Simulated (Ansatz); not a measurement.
Species: C$_{3}$H$_{3}$O, charge -1, multiplicity 1. It need not be the lowest isomer of its formula. Whether it binds its extra electron was not tested at this geometry. 
Geometry from a B3LYP-D3(BJ)/def2-TZVP (Ansatz, an electronic-structure program) optimisation:
SMILES: C#C[CH-]O
```xyz
7

C      1.9325    -0.0813     0.3307
C      0.6918    -0.2934     0.0260
C     -0.6145    -0.4676    -0.1213
O     -1.5606     0.6237    -0.1074
H      2.6014     0.1000    -0.5266
H     -1.1305    -1.4108    -0.2347
H     -1.0444     1.3742     0.2082
```
Charge -1, spin multiplicity 1.

Basis-set convergence of Hartree-Fock and CCSD correlation energies (hartree) with Ansatz. Valence correlation only, unless marked. Spin-orbit coupling is left out. No relativistic terms.

```json
[
 {"basis": "aug-cc-pVDZ", "functions": "119", "E(HF)": "-190.10927", "E(corr, CCSD)": "-0.64163"},
 {"basis": "aug-cc-pVTZ", "functions": "253", "E(HF)": "…", "E(corr, CCSD)": "…"}
]
```

### Question
Complete the blanks.

### Answer

- aug-cc-pVTZ, E(HF): -190.15341
- aug-cc-pVTZ, E(corr, CCSD): -0.75436
